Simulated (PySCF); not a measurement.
Level of theory: PBE0 in PySCF with Mo def2-SVP with ECP28, Cl def2-SVP; scalar-relativistic core potentials, no spin–orbit coupling; density-fitted integrals. Open shells, if any, are unrestricted.

Task: What spin state, shape and geometry does isolated MoCl₃ take (every ligand bound to Mo)?

Result: Formally Mo is in oxidation state +3, d3, with 3 unpaired electrons (the high-spin count). The Mulliken spin on Mo is 3.02. The polar-tensor charge on Mo, 1.47, is far below the formal one. The lowest minimum found is a quartet of D3h symmetry with Mo–Cl 2.255 Å (×3); Cl–Mo–Cl 120.0° (×3). Its harmonic wavenumbers are 76 (a2''), 93 (e'), 375 (a1'), 438 (e') cm⁻¹ and its dipole moment is 0.00 D.

This need not be the most stable arrangement of these atoms. Other spin states or occupations of the open shell can lie lower.
